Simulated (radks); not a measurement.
Values are calculated unless marked as measured or tabulated.
Coulomb parameter of the 4d shell of neutral zirconium in the model configuration [Kr] 4d0.5 5s2 5p1.5, as a second difference U = [E(n + 0.5) + E(n - 0.5) - 2 E(n)] / (0.5)^2 with all orbitals relaxed. "Bare": the charge of the atom changes with n. "Screened": the 5p shell takes up the change at fixed total charge, which measures U(4d,4d) + U(5p,5p) - 2 U(4d,5p). Level of theory: scalar-relativistic Kohn-Sham, BLYP, spin-unpolarised, spherical densities, finite nucleus; Fermi nuclear charge, rms radius 4.2694 fm (a radial shooting solver on a logarithmic mesh with Libxc functionals).

case                  configuration  E - E(n) (eV)
start          [Kr] 4d0.5 5s2 5p1.5          0.000
bare +0.5        [Kr] 4d1 5s2 5p1.5         -2.845
bare -0.5            [Kr] 5s2 5p1.5          4.890
screened +0.5      [Kr] 4d1 5s2 5p1         -2.240
screened -0.5          [Kr] 5s2 5p2          2.773

U(bare) = 8.177 eV, U(screened by 5p) = 2.131 eV, against the Slater integral F0(4d,4d) = 12.437 eV with frozen orbitals. The step up makes a negative ion, whose loosely bound charge lowers the bare value.
